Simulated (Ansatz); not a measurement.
Isolated molecules relaxed with PBE0-D4/def2-TZVP in Ansatz; ΔE leaves out vibrations. CCSD(T)/CBS is the MP2 limit (def2-TZVPP, def2-QZVPP) plus CCSD(T) − MP2 in def2-TZVPP, frozen cores. This one scheme is used for every species. DFT in def2-TZVPP. For Ge outer-core shells are correlated without core-valence functions, which leaves a few kJ/mol of doubt a bond. Scalar relativity is left out up to krypton. One conformer a species, not always the lowest.

Consider the ligand exchange at a Ge–O bond: `[BH2][GeH2][O][SiH2]F` + H–F → `[BH2][GeH2][F]` + `O[SiH2]F`.

`[BH2][GeH2][O][SiH2]F`:

Z-matrix (Å, degrees):
```
Ge
O 1 1.788
B 1 2.050 2 109.1
H 1 1.544 2 106.7 3 -122.4
H 1 1.544 2 106.6 3 122.2
Si 2 1.611 1 139.8 3 177.5
H 3 1.192 1 121.3 2 -0.4
H 3 1.194 1 119.1 2 179.5
F 6 1.594 2 108.0 1 -175.9
H 6 1.483 2 111.4 1 66.8
H 6 1.484 2 111.5 1 -58.5
```

H–F:

Cartesian coordinates in Å:
```
F -0.454 0.027 0.066
H 0.454 -0.027 -0.066
```

`[BH2][GeH2][F]`:

Z-matrix (Å, degrees):
```
Ge
F 1 1.751
B 1 2.052 2 110.0
H 1 1.541 2 105.0 3 -122.4
H 1 1.541 2 105.0 3 122.4
H 3 1.194 1 119.1 2 -180.0
H 3 1.192 1 121.6 2 -0.0
```

`O[SiH2]F`:

Z-matrix (Å, degrees):
```
Si
F 1 1.596
O 1 1.630 2 111.0
H 1 1.482 2 106.0 3 121.4
H 1 1.474 2 108.2 3 -116.3
H 3 0.958 1 119.1 2 71.8
```

| level | ΔE (kJ/mol) |
| --- | --- |
| ωB97M-V | -24.3 |
| B2PLYP | -25.1 |

Problem. What does CCSD(T)/CBS give? (An estimate is asked.)

Solution. The calculation gave: -14.4 kJ/mol. The listed levels differ from it by -9.9, -10.7 kJ/mol.

Largest T1 diagnostic among the species: 0.012.

The D4 term adds +8.6 kJ/mol with B3LYP and +5.0 kJ/mol with PBE0; it sums over pairs of atoms, weighted by their polarisabilities, and B3LYP, whose exchange is more repulsive, gets the larger term. In def2-TZVPP, CCSD(T) changes the Hartree–Fock value by +10.3 kJ/mol (the triples alone add +1.0 kJ/mol) and MP2 by +12.2 kJ/mol.

B3LYP here is the variant with VWN-RPA as its local correlation; programs differ in this.
